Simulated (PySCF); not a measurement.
B(Br)(vinyl)(NH2) (C2H5BBrN), SMILES C=CB(N)Br.

The structure is a stationary point at PBE0-D3(BJ)/def2-SVP. The structure was generated by enumeration, and PubChem lists no compound with its InChIKey, so it may never have been made. One conformer was computed; it need not be the lowest.

The numbers are results of TDDFT-PBE/def2-SVPD in PySCF, not measurements.

Vertical excitations. 

```json
[
 {"state": "S1", "energy (eV)": "4.68", "λ (nm)": "265", "f": "0.007", "main pairs": "HOMO→LUMO 77 %, HOMO−2→LUMO 19 %"},
 {"state": "S2", "energy (eV)": "4.95", "λ (nm)": "250", "f": "0.041", "main pairs": "HOMO−1→LUMO 88 %"},
 {"state": "S3", "energy (eV)": "5.85", "λ (nm)": "212", "f": "0.255", "main pairs": "HOMO−2→LUMO 61 %, HOMO→LUMO 19 %"},
 {"state": "S4", "energy (eV)": "6.21", "λ (nm)": "200", "f": "0.002", "main pairs": "HOMO−3→LUMO 95 %"},
 {"state": "S5", "energy (eV)": "6.24", "λ (nm)": "199", "f": "0.009", "main pairs": "HOMO→LUMO+1 97 %"},
 {"state": "S6", "energy (eV)": "6.29", "λ (nm)": "197", "f": "0.002", "main pairs": "HOMO−1→LUMO+1 98 %"},
 {"state": "S7", "energy (eV)": "6.50", "λ (nm)": "191", "f": "0.025", "main pairs": "HOMO−2→LUMO+1 98 %"},
 {"state": "S8", "energy (eV)": "6.61", "λ (nm)": "188", "f": "0.009", "main pairs": "HOMO−4→LUMO 69 %"},
 {"state": "S9", "energy (eV)": "6.95", "λ (nm)": "178", "f": "0.045", "main pairs": "HOMO→LUMO+2 73 %, HOMO−1→LUMO+2 17 %"},
 {"state": "S10", "energy (eV)": "7.08", "λ (nm)": "175", "f": "0.036", "main pairs": "HOMO−1→LUMO+2 64 %, HOMO−5→LUMO 10 %"},
 {"state": "T1", "energy (eV)": "3.93", "λ (nm)": "315", "f": "0", "main pairs": "HOMO−2→LUMO 45 %, HOMO→LUMO 44 %, HOMO−1→LUMO 7 %"},
 {"state": "T2", "energy (eV)": "4.47", "λ (nm)": "277", "f": "0", "main pairs": "HOMO−1→LUMO 91 %"},
 {"state": "T3", "energy (eV)": "4.60", "λ (nm)": "269", "f": "0", "main pairs": "HOMO−2→LUMO 50 %, HOMO→LUMO 47 %"},
 {"state": "T4", "energy (eV)": "5.72", "λ (nm)": "217", "f": "0", "main pairs": "HOMO−3→LUMO 87 %"}
]
```
Triplets are in the Tamm–Dancoff approximation, which puts them higher than full response would, so one can lie above its singlet here.
